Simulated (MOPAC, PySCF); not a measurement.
C₂H₃NSi, SMILES `[C-]#[N+][SiH]=C`, neutral singlet in the gas phase. 

Cartesian coordinates (Å):
SMILES: [C-]#[N+][SiH]=C
```xyz
7

C      2.4379     0.2766     1.4234
N      1.4694     0.3541     0.7644
Si     0.0664     0.5149    -0.2146
C     -1.0800    -0.7179    -0.3334
H      0.0516     1.8250    -0.8784
H     -1.9573    -0.5947    -0.9570
H     -0.9878    -1.6581     0.1955
```
Charge 0, spin multiplicity 1.

All levels are single points at this geometry (PBE0-D3(BJ)/def2-TZVP); Pople sets use spherical d functions. Orbital energies aren't observables, and empty levels follow the basis.

| level | HOMO (eV) | LUMO (eV) | gap (eV) | dipole (D) | vertical IE, Delta-SCF (eV) |
|---|---|---|---|---|---|
| PBE0-D3(BJ)/def2-TZVP in PySCF | -7.06 | -1.87 | 5.19 | 2.55 | 9.05 |
| ωB97X-D3(BJ)/def2-TZVP in PySCF | -9.28 | 0.20 | 9.48 | 2.39 | 9.09 |
| B3LYP/LANL2DZ in PySCF | -7.03 | -1.95 | 5.08 | 3.12 | – |
| BP86/6-31G* in PySCF | -5.99 | -2.45 | 3.55 | 2.69 | – |
| HF/3-21G in PySCF | -8.88 | 2.19 | 11.07 | 2.21 | – |
| HF/6-31G* in PySCF | -8.79 | 2.14 | 10.93 | 2.00 | 7.42 |
| HF/STO-3G in PySCF | -6.42 | 6.35 | 12.77 | 2.66 | – |
| PM6 in MOPAC | -8.28 | -0.42 | 7.86 | 1.92 | – |
| PM7 in MOPAC | -9.78 | -1.32 | 8.46 | 2.53 | – |
